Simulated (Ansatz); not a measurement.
**Cost against result**

Saddle point of InH₅SO₂, closed shell (InH₃SO₂ ([OH][In]([OH])[SH]) + H₂ → InH₃O₂ ([OH][InH][OH]) + H₂S (still joined by a long In–S bond); bonds formed: In1–H6, S2–H5; bonds broken: H5–H6; bonds weakened to dative contacts: In1–S2), PBE0-D4/def2-TZVP structure:

```xyz
9
angstrom
In 0.1072 -0.4055 0.2072
S -0.1021 2.1172 -0.4614
O 0.5634 -0.7949 2.0922
O 0.9036 -1.3698 -1.3218
H -1.3305 1.0142 -0.3259
H -1.7446 0.0295 -0.1206
H 0.0802 1.7743 -1.7494
H 0.0581 -0.2692 2.7165
H 1.4646 -2.0957 -1.0369
```

Barriers are electronic and count from the start structure reached by relaxing down the imaginary mode.

Computed with Ansatz 0.2.0 (basis: as named in each row); correlated methods freeze the cores. Filled d shells of the heavier atoms are correlated. Core potentials replace the inner electrons of the atoms past krypton. The def2 sets are not built for correlating such inner shells, so the correlated values are less sure here. B3LYP uses VWN-RPA correlation. Extrapolation: Hartree–Fock as exp(−7.88 √X), correlation as X^−2.97.

Times are rough, for one single point on 4 threads of a shared host (Intel Xeon).

The estimate by CCSD(T) at an estimated basis limit (MP2 extrapolated from triple and quadruple zeta, plus CCSD(T) − MP2 in triple zeta) is 149.5 kJ/mol.

```
      method       basis  time (s)  barrier (kJ/mol)  method less estimate
       SPW92    def2-SVP   under 1              79.7                 -69.8
      PBE-D4    def2-SVP         2             108.5                 -41.1
       SPW92  def2-TZVPP         2              89.6                 -60.0
     PBE0-D4    def2-SVP         2             121.6                 -28.0
      PBE-D4  def2-TZVPP         3             119.0                 -30.6
     BLYP-D4  def2-TZVPP         4             134.7                 -14.9
    B3LYP-D4  def2-TZVPP         4             142.2                  -7.3
    BHLYP-D4  def2-TZVPP         4             156.4                   6.8
     PBE0-D4  def2-TZVPP         5             130.6                 -18.9
   r2SCAN-D4  def2-TZVPP         6             127.0                 -22.5
CAM-B3LYP-D4  def2-TZVPP         6             146.4                  -3.2
  r2SCAN0-D4  def2-TZVPP         7             136.7                 -12.9
     wB97M-V    def2-SVP         8             135.1                 -14.5
     CCSD(T)    def2-SVP         8             146.4                  -3.2
      B97M-V  def2-TZVPP         9             125.8                 -23.7
    PBE-QIDH  def2-TZVPP        10             143.8                  -5.7
  RPA on PBE  def2-TZVPP        10             148.8                  -0.8
      B2PLYP  def2-TZVPP        10             149.1                  -0.4
     wB97X-V  def2-TZVPP        11             150.6                   1.0
     wB97M-V  def2-TZVPP        12             149.2                  -0.4
         MP2  def2-QZVPP        32             152.8                   3.2
     CCSD(T)  def2-TZVPP       190             150.8                   1.3
```

All methods are single points on the PBE0-D4 structures.

No T1 diagnostic of these runs exceeds 0.017.

Labels in which every atom is bracketed show which atoms are joined, not bond orders.
